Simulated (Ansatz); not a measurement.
## Abstraction of Cl: MgHCl + AlF2 → MgH + AlClF2

Species: MgHCl `[MgH][Cl]`, singlet; AlF2 `[F][Al][F]`, doublet; MgH, doublet; AlClF2 `[F][Al]([F])[Cl]`, singlet. A radical takes Cl: the energy is the difference in strength between the Mg–Cl bond broken and the Al–Cl bond made.

Shapes, held fixed at every level: PBE0-D4/def2-TZVP. Programs: Ansatz 0.2.0. The zero-point and thermal change to 298 K, harmonic and unscaled (PBE0-D4/def2-TZVP), is -0.8 kJ/mol.

Problem. Estimate ΔH(298 K) of this reaction.

Solution. The highest level, CCSD(T)/def2-TZVPP, gives ΔH(298 K) = -16.0 kJ/mol; the levels span -18.0 to -8.4. The column of differences is taken from that level and isn't an error. No measured value is set beside it here. Open shells run unrestricted. Outer-core shells of Mg are correlated, in sets that cover them unevenly.

```tsv
level	kind	ΔH(298 K) (kJ/mol)	less CCSD(T)/def2-TZVPP
MP2/def2-TZVPP	perturbation theory	-13.3	+2.7
SPW92/def2-TZVPP	LDA	-14.2	+1.8
B3LYP-D4/def2-TZVPP	global hybrid	-10.7	+5.3
r2SCAN0-D4/def2-TZVPP	global hybrid	-12.4	+3.6
wB97X-V/def2-TZVPP	range-separated hybrid	-9.1	+6.9
B2PLYP/def2-TZVPP	double hybrid	-8.4	+7.6
CCSD/def2-SVP	coupled cluster or CI	-18.0	-2.0
CCSD(T)/def2-TZVPP	coupled cluster or CI	-16.0	0.0
```
